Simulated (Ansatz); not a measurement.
Stepwise reaction of `SB(Cl)Cl` with hydrogen fluoride, as a gas-phase model of exchange steps in deposition or etching. ΔE in kJ/mol; ΔG adds harmonic PBE0-D4 terms to CCSD(T)/CBS, at 1 bar.

Program: Ansatz. Geometries: PBE0-D4/def2-TZVP. ΔE: electronic, gas phase. CCSD(T)/CBS is the MP2 limit (def2-TZVPP, def2-QZVPP) plus CCSD(T) − MP2 in def2-TZVPP, frozen cores. This one scheme is used for every species. Functionals use def2-TZVPP. B3LYP here is the variant with VWN-RPA as its local correlation; programs differ in this. One conformer a species, not always the lowest.

```csv
step,reaction,PBE-D4,B3LYP-D4,ωB97M-V,CCSD(T)/CBS,ΔG(400 K)
1,`SB(Cl)Cl` + H–F → `FB(S)Cl` + HCl,-46.8,-56.0,-55.8,-47.3,-52.2
```

Question: Give the row of step 2, `FB(S)Cl` + H–F → `FB(F)S` + HCl. (Estimate.)

Answer: Ansatz gave: 
| step | reaction | PBE-D4 | B3LYP-D4 | ωB97M-V | CCSD(T)/CBS | ΔG(400 K) |
| --- | --- | --- | --- | --- | --- | --- |
| 2 | `FB(S)Cl` + H–F → `FB(F)S` + HCl | -51.9 | -61.6 | -61.1 | -55.6 | -59.7 |

Question: By hand: ΔE of the 2 steps together at CCSD(T)/CBS.

Answer: (-47.3) + (-55.6) = -102.9 kJ/mol, or -51.5 kJ/mol a step.

In ΔE each step is lower than the one before. All are downhill at CCSD(T)/CBS. ΔG lies between -59.7 and -52.2 kJ/mol a step. PBE-D4 differs from CCSD(T)/CBS by 0.5 to 3.7 kJ/mol a step. Isolated molecules leave out the surface, adducts and barriers. Largest T1 diagnostic: 0.013.
